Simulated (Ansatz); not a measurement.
Ansatz (a first-principles code) input (CCSD(T)/def2-TZVPP):

Ansatz 0.2 input:
```yaml
crystal:
  periodic: [false, false, false]
  atoms:
    - {symbol: Si, position_ang: [0.11136034, -0.08220749, 1.48821560]}
    - {symbol: I, position_ang: [1.08590198, 1.75680104, -0.18246921]}
    - {symbol: I, position_ang: [-1.11531792, -1.73508585, -0.21064434]}
basis:
  gaussian:
    orbitals: def2-TZVPP
total_charge: -1
magnetization: {spin_polarized: true, initial_magnetization: 1}
correlation: {method: ccsd_t, electrons: outside_noble_gas}
```

Output:

```
Functional definition: HF
integrals: 0.51 GiB planned
1205 factors; integrals over basis functions are off by at most 7.4e-4 eV
mean field: 0.95 GiB planned
mean field evaluation 1: about -24009.5051 eV, gradient 1.1e1 eV
mean field evaluation 2: about -24009.5682 eV, gradient 1.1e1 eV
mean field evaluation 4: about -24010.4572 eV, gradient 1.7e0 eV
mean field evaluation 8: about -24010.5276 eV, gradient 3.1e-1 eV
mean field evaluation 16: about -24010.5323 eV, gradient 7.8e-6 eV
mean field evaluation 32: about -24008.4638 eV, gradient 3.7e-1 eV
mean field evaluation 64: about -24007.3975 eV, gradient 1.1e1 eV
mean field evaluation 96: about -24008.1154 eV, gradient 1.5e-3 eV
mean field -24010.53231356 eV, -882.3707876002 hartree, gradient 7.8e-6 eV, S^2 0.782680; 2 other end points of the search recorded, 0 dependent functions left out
determinant -24010.53231356 eV, -882.3707876002 hartree, with singles and doubles -24021.64544693 eV, -882.7791877186 hartree
determinant -24008.46955383 eV, -882.2949825782 hartree, with singles and doubles -24019.84651333 eV, -882.7130781281 hartree
determinant -24008.11535763 eV, -882.2819661080 hartree, with singles and doubles -24019.48568959 eV, -882.6998181002 hartree
23 core orbitals not correlated
reference -24010.53231356 eV, -882.3707876002 hartree; 10, 9 occupied and 109, 110 virtual orbitals, 1205 factors
second order -10.03946578 eV of doubles, -0.00000000 eV of singles
coupled cluster: 1.06 GiB planned
cycle   1  -11.07230936 eV  change   -2.8e-1 eV  update   1.8e-2
cycle   2  -11.08905604 eV  change   -1.7e-2 eV  update   4.3e-3
cycle   3  -11.08948947 eV  change   -4.3e-4 eV  update   1.9e-3
cycle   4  -11.09096148 eV  change   -1.5e-3 eV  update   9.4e-4
cycle   5  -11.09123577 eV  change   -2.7e-4 eV  update   4.8e-4
cycle   6  -11.09132753 eV  change   -9.2e-5 eV  update   1.9e-4
cycle   7  -11.09136127 eV  change   -3.4e-5 eV  update   7.1e-5
cycle   8  -11.09137265 eV  change   -1.1e-5 eV  update   2.8e-5
cycle   9  -11.09136431 eV  change    8.3e-6 eV  update   1.2e-5
perturbative correction -0.54152676 eV, -0.0199007414 hartree
Total energy: -24022.16520464 eV, -882.7982884620 hartree
```
